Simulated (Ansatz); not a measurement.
Calculated with Ansatz (gas phase, PBE0-D4/def2-TZVP geometries, no zero-point term in ΔE). CCSD(T)/CBS adds triple-zeta CCSD(T) − MP2 to the extrapolated MP2 energy (def2 sets, frozen cores). This one scheme is used for every species. DFT in def2-TZVPP. def2 core potentials past Kr. For In outer-core shells are correlated without core-valence functions, which leaves a few kJ/mol of doubt a bond. One conformer a species, not always the lowest.

Consider the alkene loss: `CC(C)(C)[NH][In]([F])[F]` → `[NH2][In]([F])[F]` + `C=C(C)C`.

| level | ΔE (kJ/mol) |
| --- | --- |
| LDA (SPW92) | 117.2 |
| B97M-V | 74.9 |
| r2SCAN | 75.3 |
| MP2/CBS(def2) | 92.4 |

(1) What does CCSD(T)/CBS give? (An estimate is asked.)

Largest T1 diagnostic among the species: 0.016.

Results:

(1) Computed: +82.4 kJ/mol. The listed levels differ from it by 34.8, -7.5, -7.1, 10.0 kJ/mol.

The D4 term adds +26.8 kJ/mol with B3LYP and +14.9 kJ/mol with PBE0; it sums over pairs of atoms, weighted by their polarisabilities, and B3LYP, whose exchange is more repulsive, gets the larger term. In def2-TZVPP, CCSD(T) changes the Hartree–Fock value by +49.2 kJ/mol (the triples alone add +5.1 kJ/mol) and MP2 by +59.2 kJ/mol. From r2SCAN to r2SCAN0 (25 % exact exchange), in def2-TZVPP and without D4, ΔE moves by +4.5 kJ/mol.

B3LYP here is the variant with VWN-RPA as its local correlation; programs differ in this.
